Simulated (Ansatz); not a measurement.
`O=C[C]1=[N][AlH]1`, charge 0, multiplicity 1.

Problem. Give a relaxed structure at PBE0-D4/def2-TZVP (Ansatz 0.2.0). (Estimate.)

Solution. The calculation gave: 
```xyz
7

O    -1.501    1.416   -1.216
C    -0.846    1.240   -0.228
C    -0.004    0.029    0.022
N     0.696   -0.133    1.102
Al    0.890   -1.570   -0.033
H    -0.806    1.976    0.605
H     1.571   -2.958   -0.251
```
Point group Cs.
